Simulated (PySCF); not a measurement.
C₃H₃, SMILES [C]#CC, multiplicity 2. Atoms are numbered in the order given.

```xyz
6

C      0.0503    -1.5739     0.0000
C     -0.1062    -0.3138     0.0000
C      0.0170     1.1332     0.0000
H      1.0852     1.3816     0.0000
H     -0.4259     1.5726     0.8965
H     -0.4259     1.5726    -0.8965
```
Charge 0, spin multiplicity 2.

The structure is a stationary point at ωB97X-D3(BJ)/def2-TZVP. The isomer is the one that the SMILES or the coordinates give; other isomers of the formula were not compared.

Two levels are set side by side: PBE/pcH-1 (PySCF) and B3LYP/pcH-1 (PySCF). Contact hyperfine couplings, same geometry. Differences are taken from unrounded values.

```json
[
 {"quantity": "A(iso) of 13C, atom C1 (MHz)", "PBE": "509.5"},
 {"quantity": "A(iso) of 13C, atom C2 (MHz)", "PBE": "78.2"},
 {"quantity": "A(iso) of 13C, atom C3 (MHz)", "PBE": "-0.7"},
 {"quantity": "A(iso) of 1H, atom H4 (MHz)", "PBE": "50.7"},
 {"quantity": "A(iso) of 1H, atom H5 (MHz)", "PBE": "14.0"},
 {"quantity": "A(iso) of 1H, atom H6 (MHz)", "PBE": "14.0"}
]
```

Q: These are the PBE values. What does B3LYP give? (The exact figures need the calculation; the answer reports its results.)

A: 
```json
[
 {"quantity": "A(iso) of 13C, atom C1 (MHz)", "B3LYP": "309.3", "PBE minus B3LYP": "200.2"},
 {"quantity": "A(iso) of 13C, atom C2 (MHz)", "B3LYP": "58.8", "PBE minus B3LYP": "19.5"},
 {"quantity": "A(iso) of 13C, atom C3 (MHz)", "B3LYP": "-9.1", "PBE minus B3LYP": "8.4"},
 {"quantity": "A(iso) of 1H, atom H4 (MHz)", "B3LYP": "79.8", "PBE minus B3LYP": "-29.1"},
 {"quantity": "A(iso) of 1H, atom H5 (MHz)", "B3LYP": "21.8", "PBE minus B3LYP": "-7.7"},
 {"quantity": "A(iso) of 1H, atom H6 (MHz)", "B3LYP": "21.8", "PBE minus B3LYP": "-7.7"}
]
```

Rough cost on one machine, each run with all the roots and properties that it gave: B3LYP against PBE within a factor of 2.
